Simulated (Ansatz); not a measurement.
A structure relaxed at PBE0-D4/def2-TZVP in Ansatz, charge 0, singlet:

```xyz
4

Ag    0.815   -0.136   -0.351
C    -1.048    0.175    0.453
O    -2.067    0.342    0.891
H     2.300   -0.381   -0.993
```

(1) Give its formula, name or SMILES and point group.

(2) Summarise the bond lengths by kind (pairs closer than 1.2 times the sum of covalent radii, bridged metal pairs left out).

Results:

(1) Ag(CO)H (CHAgO). Point group C∞v (tolerance 0.1 Å).

(2) 1 × Ag–C 2.05 Å; 1 × C–O 1.12 Å; 1 × Ag–H 1.64 Å. The metal has 2 neighbours: C 2.05 Å, H 1.64 Å.

In the def2 sets Ag takes a core potential; there is no spin–orbit coupling.
